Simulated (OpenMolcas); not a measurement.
What dynamic correlation does to the levels of Ti II

```yaml
Program: OpenMolcas 26.06
Basis: ANO-RCC-VQZP [7s6p4d3f2g1h]
Scalar_Hamiltonian: DKH4, point nucleus
Active_space: 3 electrons in 6 orbitals (3d 4s)
State_averaging: 2S+1 = 4 even, 20 roots; 2S+1 = 2 even, 52 roots
Spin-orbit_coupling: state interaction with AMFI integrals over the reference wave functions, term energies averaged over their components
```

Methods on the same reference wave functions:
A. CASSCF
B. SS-CASPT2, IPEA 0.25 Eh, imaginary shift 0.1 Eh (closed shells correlated: 3s 3p)
C. MS-CASPT2, IPEA 0.25 Eh, imaginary shift 0.1 Eh (closed shells correlated: 3s 3p)

Energies in eV above 3d² 4s ⁴F_3/2, the measured ground level; measured values from NIST Handbook of Basic Atomic Spectroscopic Data.

```csv
Level,A,B,C,Measured
3d² 4s ⁴F_3/2,0.0000,0.0000,0.0000,0.0000
3d² 4s ⁴F_5/2,0.0111,0.0111,0.0111,0.0117
3d² 4s ⁴F_7/2,0.0267,0.0267,0.0268,0.0280
3d² 4s ⁴F_9/2,0.0468,0.0469,0.0469,0.0488
3d³ ⁴F_3/2,0.4850,0.1709,0.1710,0.1126
3d³ ⁴F_5/2,0.4964,0.1824,0.1824,0.1220
3d³ ⁴F_7/2,0.5120,0.1980,0.1981,0.1348
3d³ ⁴F_9/2,0.5317,0.2177,0.2177,0.1507
3d² 4s ²F_5/2,1.0543,0.492,0.492,0.5739
3d² 4s ²F_7/2,1.0846,0.523,0.523,0.6072
3d² 4s ⁴P_1/2,1.4799,1.304,1.304,1.2241
3d² 4s ⁴P_3/2,1.4836,1.311,1.311,
3d² 4s ²D_3/2,1.5045,0.965,0.933,
3d³ ²G_7/2,1.7709,1.031,1.030,1.1156
3d³ ²G_9/2,1.7851,1.045,1.044,1.1305
3d³ ²P_1/2,1.8368,1.021,0.983,1.2214
3d³ ²P_3/2,1.8485,1.036,0.998,1.2369
3d³ ⁴P_1/2,1.9662,1.242,1.241,1.1609
3d³ ⁴P_3/2,1.9746,1.249,1.248,1.1649
3d³ ⁴P_5/2,1.9827,1.258,1.258,1.1801
3d³ ²H_9/2,2.3600,1.589,1.588,1.5717
3d³ ²H_11/2,2.3751,1.603,1.603,1.5839
3d² 4s ²G_7/2,2.4169,1.776,1.777,1.8927
3d² 4s ²G_9/2,2.4213,1.779,1.781,1.8917
```

Deviations, from unrounded energies. A percentage is the sum of absolute deviations over the sum of measured energies, with the sign that they share, or ± where signs differ.

```csv
Against measurement,Levels,A,B,C
mean absolute deviation (cm-1),21,4000,610,630
fine structure of the ground term (%),3,-4.3,-4.2,-4.1
other terms of the ground configuration (%),5,+36.6,±7.7,±7.6
other configurations (%),13,+67.6,±9.2,±9.9
```

B, C lie about equally close to measurement and A furthest from it. The largest miss of B in the table is 3d³ ²P_1/2, by -1600 cm-1. The ranking rests on the paired levels alone, and a cruder setting can come out closer through cancelling errors.

Between B and C the level of the table that moves most is 3d³ ²P_3/2, by 310 cm-1 (lowest in C, highest in B). Moves below CASPT2's spread within the term are not significant.

The mean deviations of B to C differ by less than CASPT2's widest spread within a term (2600 cm-1), so their order carries little weight.

From A to B the spin-free energies of the other terms of 3d² 4s shown, above ⁴F, scale by factors of 0.46 to 0.88.

The lowest spin-free term lies below A's lowest term by 0.377 hartree in B, 0.377 hartree in C.

CASPT2 breaks the degeneracy within a term, and the mean is taken; among the terms shown or strongly mixed into the levels shown the widest spread is 2600 cm-1 (3d² 4s ²F, C). Over all roots computed the reference weight is 0.88 to 0.93 in B, 0.88 to 0.93 in C; the roots of lowest weight are the least certain, and an intruder state may touch them. Configurations are named by rounded mean occupations; where the s occupation lies near a half they are strongly mixed, a name can repeat and a true partner stay unpaired. A single d shell beside an s shell can misplace configurations of different d count against each other. No level of 3d 4s² was computed, though it lies in the active space. The CASPT2 spread within a term exceeds the gap to the next term for 3d³ ²P and 3d³ ²G, so the order of their levels is uncertain (figures for B; the like holds for C). Without dynamic correlation excited terms often stand tens of per cent too high (terms of higher spin than the ground term too low), and those without a measured partner can miss by more than the paired ones (holds for A). Some levels mix across a computed gap that differs much from the measured one, so their mixing is not that of the real levels (holds for B; C). Measured partners are found by configuration, term and J. A level has none where our copy of the source lacks it or the pairing is in doubt (some pairs that miss far off the trend of their configuration count as doubtful), and it then counts in no deviation. Only configurations of the active space appear. The table leaves out levels that lie high or whose names do not pair safely across all columns.
